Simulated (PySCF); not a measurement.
# Si⁺: ionisation energy

Si⁺ [Ne] 3s2 3p1 (2P) → Si²⁺ [Ne] 3s2 (1S), as a difference of total energies. All numbers are calculated (PySCF 2.14, the spin-free X2C one-electron Hamiltonian (Gaussian nucleus), in x2c-TZVPPall). Correlated levels: valence: [Ne] frozen; valence and next inner shell: 1s2 frozen. The calculations carry no spin-orbit coupling.

| method | ionisation energy (eV) | error (eV) |
| --- | --- | --- |
| UHF | 15.821 | -0.501 |
| LDA | 16.355 | +0.033 |
| PBE | 16.399 | +0.077 |
| PBE0 | 16.419 | +0.097 |
| r2SCAN | 16.503 | +0.181 |
| M06 | 16.156 | -0.166 |
| B2PLYP | 16.229 | -0.093 |
| BHandHLYP | 16.270 | -0.052 |
| BLYP | 16.242 | -0.080 |
| MP2 (valence) | 16.078 | -0.244 |
| SCS-MP2 (valence) | 16.067 | -0.255 |
| MP2 (valence and next inner shell) | 16.071 | -0.251 |
| SCS-MP2 (valence and next inner shell) | 16.059 | -0.263 |

Reference: 16.322 eV (measured; NIST levels, between the centres of gravity of the two terms).

Errors of the correlated levels include the incompleteness of this basis and the frozen core.
